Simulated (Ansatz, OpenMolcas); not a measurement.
## Heat of formation of HBr (hydrogen bromide) from total energies

The species is HBr (2 atoms), meant as a singlet with charge 0. As SMILES, `Br`. Geometry: relaxed at PBE0-D4/def2-TZVP.

```xyz
2

Br   -0.6032    0.2180   -0.3050
H     0.6032   -0.2180    0.3050
```

Total energies at CCSD(T)/cc-pVTZ, 9 core orbitals frozen (OpenMolcas 26.06); the atoms run unrestricted:

| species | state | energy (Eh) |
| --- | --- | --- |
| HBr | singlet | -2573.308323 |
| Br | doublet | -2572.661193 |
| H | doublet | -0.499810 |

Harmonic wavenumbers at PBE0-D4/def2-TZVP, in cm⁻¹: 2668.

Measured heats of formation of the gaseous atoms at 298.15 K, in kJ/mol: Br 111.9, H 218.0. Spin-orbit lowering of the atoms at 298 K (mean of the ground term's levels less their thermal mean, from spectra), in kJ/mol: Br 14.69. Take 1 Eh = 2625.50 kJ/mol, 1 cm⁻¹ = 0.0119627 kJ/mol, RT = 2.479 kJ/mol.

Problem. Work out the heat of formation of the gas at 298 K.

Solution. 
1. Electronic atomisation energy: (-2572.661193) + (-0.499810) − (-2573.308323) = 0.147320 Eh = 386.8 kJ/mol.
2. Zero-point energy: half the sum of the wavenumbers, 1334 cm⁻¹ = 16.0 kJ/mol.
3. Thermal vibrational enthalpy, Σ hcν̃/(exp(hcν̃/kT) − 1): 0.0 kJ/mol. Translation, rotation and pV of a linear molecule: 3.5 RT = 8.7 kJ/mol.
4. The 2 free atoms carry 5/2 RT each: 12.4 kJ/mol.
5. Spin-orbit coupling lowers the free atoms by 14.69 = 14.7 kJ/mol.
6. Atomisation enthalpy at 298 K: 386.8 − 14.7 − 16.0 − 0.0 − 8.7 + 12.4 = 359.8 kJ/mol.
7. Sum of the atoms' heats of formation: 329.9 kJ/mol. Heat of formation: 329.9 − 359.8 = -29.9 kJ/mol.

The tabulated value is -35.9 kJ/mol (Active Thermochemical Tables), so this level is off by +5.9 kJ/mol, or 1.6 % of the atomisation enthalpy. Relativity is left out. Anharmonicity and any spin-orbit splitting of the molecule are left out, and so is core correlation.
